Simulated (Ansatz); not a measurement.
A nudged elastic band was laid between two geometries of C2H8FNSi (13 atoms, charge 0, multiplicity 1).

These are results of RKS B3LYP/def2-SVP (Ansatz 0.2.0), not measurements.

```yaml
movable_images: 7
climbing_image: yes
spring: 5.0 eV/Å²
optimiser: quadratic models (default)
start_path: IDPP
force_threshold: 0.05 eV/Å
iteration_limit: 58
end_points: relaxed
```

Image 0:

```xyz
13
Properties=species:S:1:pos:R:3
F -1.348 1.895 1.429
C 0.003 1.525 1.340
N 0.207 0.241 0.795
C -0.240 0.024 -0.580
Si 0.328 -1.661 -1.251
H 0.494 2.284 0.706
H 0.415 1.566 2.362
H -0.130 -0.487 1.424
H 0.215 0.801 -1.221
H -1.336 0.133 -0.709
H -0.268 -1.888 -2.600
H -0.134 -2.745 -0.331
H 1.814 -1.723 -1.350
```

Image 8:

```xyz
13
Properties=species:S:1:pos:R:3
F 0.113 2.386 0.866
C 0.520 1.098 1.257
N -0.450 0.105 1.016
C -0.834 -0.128 -0.382
Si 0.395 -1.248 -1.317
H 1.443 0.881 0.694
H 0.743 1.147 2.336
H -1.266 0.241 1.610
H -1.008 0.813 -0.940
H -1.795 -0.668 -0.391
H -0.047 -1.374 -2.738
H 0.429 -2.602 -0.693
H 1.777 -0.684 -1.303
```

Problem. What changes between the two ends?

Solution. No bond is made or broken. The dihedral H8–N3–C4–H9 goes from -176 to 84°.

Problem. What energy profile does the band end with?

Solution. The run converged. The highest image is number 5 of 0 to 8, 0.083 eV above the first end and 0.039 eV above the last; the last end lies 0.044 eV above the first. A vibrational analysis at the climbing image gives one clearly imaginary mode, 78i cm⁻¹: a first-order saddle point.

```tsv
image	path coordinate (Å)	energy (eV)	dihedral H8–N3–C4–H9 (°)
0	0.00	0.000	-176
1	0.45	0.007	176
2	0.89	0.026	167
3	1.34	0.052	156
4	1.79	0.075	143
5	2.24	0.083	129
6	2.76	0.072	113
7	3.28	0.053	98
8	3.81	0.044	84
```

Problem. What is the geometry of the highest image?

Solution. 
```xyz
13
Properties=species:S:1:pos:R:3
F -0.606 2.386 1.206
C 0.318 1.331 1.301
N -0.206 0.082 0.924
C -0.637 -0.094 -0.475
Si 0.406 -1.441 -1.328
H 1.166 1.603 0.650
H 0.654 1.290 2.351
H -0.882 -0.280 1.589
H -0.560 0.860 -1.023
H -1.707 -0.360 -0.525
H -0.023 -1.632 -2.748
H 0.252 -2.733 -0.598
H 1.845 -1.047 -1.309
```

Run time: 2.6 min on 2 threads of Arm Neoverse V1 (shared host), peak memory 0.26 GiB.
